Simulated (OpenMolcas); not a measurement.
# Computed transition rates of S III

| Quantity | Value |
| --- | --- |
| Program | OpenMolcas |
| Method | MS-RASPT2, IPEA 0.25 Eh, imaginary shift 0.1 Eh (closed shells correlated: 2s 2p 3s) |
| Basis | ANO-RCC [8s7p5d4f2g] |
| Scalar Hamiltonian | DKH2, point nucleus |
| Active space | 2 electrons in 9 orbitals (RAS2 3p; RAS3 3d 4s, at most 1 electron) |
| State averaging | 2S+1 = 3 even, 3 roots; 2S+1 = 1 even, 6 roots; 2S+1 = 3 odd, 18 roots; 2S+1 = 1 odd, 18 roots |
| Spin-orbit coupling | state interaction with AMFI integrals over the reference wave functions, term energies averaged over their components |

Rates come from the transition moments of the reference wave functions (E1 and E2 in the length form). At fixed line strength A goes as λ^-3 for E1 and M1 and as λ^-5 for E2, so a rate at the computed wavelength can be rescaled to the measured one. Measured vacuum wavelengths follow from level energies in NIST levels in Podobedova, Kelleher and Wiese, J. Phys. Chem. Ref. Data 38, 171 (2009). Branching counts decays inside the model space alone, at computed energies, and the table is only a selection of the E1 lines, drawn from those between levels with measured partners whose computed energy lies within a factor of 1.5 of the measured one.

```csv
Upper,Lower,Type,λ computed (nm),λ measured (nm),A computed (s-1),A rescaled (s-1),Branching %
3s² 3p 3d ¹F°₃,3s² 3p² ¹D₂,E1,69.53,68.36,1.64e+10,1.73e+10,99.9
3s² 3p 4s ¹P°₁,3s² 3p² ¹D₂,E1,73.85,72.95,2.37e+09,2.46e+09,96.6
3s² 3p 4s ³P°₀,3s² 3p² ³P₁,E1,69.72,68.31,1.66e+09,1.76e+09,100.0
3s² 3p 4s ³P°₂,3s² 3p² ³P₂,E1,69.57,68.35,1.28e+09,1.35e+09,74.2
3s² 3p 4s ³P°₁,3s² 3p² ³P₂,E1,69.86,68.54,6.93e+08,7.34e+08,40.4
3s² 3p 4s ³P°₁,3s² 3p² ³P₀,E1,69.49,68.15,5.63e+08,5.97e+08,32.9
3s² 3p 4s ³P°₂,3s² 3p² ³P₁,E1,69.34,68.1,4.45e+08,4.70e+08,25.7
3s² 3p 4s ³P°₁,3s² 3p² ³P₁,E1,69.62,68.29,4.05e+08,4.29e+08,23.6
3s² 3p 4s ¹P°₁,3s² 3p² ¹S₀,E1,87.39,82.48,5.81e+07,6.91e+07,2.4
3s² 3p 4s ³P°₁,3s² 3p² ¹D₂,E1,75.28,73.85,5.16e+07,,3.0
3s² 3p 3d ³F°₃,3s² 3p² ³P₂,E1,83.08,82.26,6.11e+06,6.29e+06,92.1
3s² 3p 3d ³F°₂,3s² 3p² ³P₁,E1,82.92,82.09,3.43e+06,3.54e+06,47.6
3s² 3p 3d ³F°₂,3s² 3p² ¹D₂,E1,91.08,90.26,3.10e+06,,43.1
3s² 3p 3d ³F°₂,3s² 3p² ³P₂,E1,83.26,82.45,6.73e+05,6.93e+05,9.3
3s² 3p 3d ³F°₃,3s² 3p² ¹D₂,E1,90.87,90.02,5.25e+05,,7.9
```

Spin-changing lines and M1 lines between different terms are not rescaled, since their strength hangs on the term gaps too.

The largest correction is for 3s² 3p 4s ¹P°₁ → 3s² 3p² ¹S₀ (E1): 5.81e+07 × (87.39 / 82.48)^3 = 6.91e+07 s-1, a factor of 1.19.

The computed rate and branching of 3s² 3p 4s ³P°₀ → 3s² 3p² ³P₁ give the upper level a radiative lifetime of 1.000 / 1.66e+09 s-1 = 6.02e-10 s, counting decays inside the model space alone. The rescaled rate gives about 5.7e-10 s.

No measured rate stands beside these. Rescaling mends the energy factor alone: line strengths can still be far off where a level mixes with configurations outside the active space, and weak or spin-changing lines hang on small mixing coefficients that depend on the term gaps too, so rescaling need not improve them.

Term energies are means over components that CASPT2 splits; among the terms shown or strongly mixed into the levels shown the widest spread is 250 cm-1 (3s² 3p 3d ¹F°). Over all roots computed the reference weight is 0.86 to 0.96; the roots of lowest weight are the least certain, and an intruder state may touch them. ANO sets are built for valence states and can reach diffuse excited orbitals poorly, and with the s shell closed the s pⁿ⁺¹ terms that mix with these levels are absent. With the s shell closed, the reference lacks s² → p² mixing. Some terms miss by over 15 % even with CASPT2, which points to a basis or an active space too small for the shells correlated. Measured partners are found by configuration, term and J. A level has none where our copy of the source lacks it or the pairing is in doubt (some pairs that miss far off the trend of their configuration count as doubtful). Only configurations of the active space appear.

° marks odd parity.
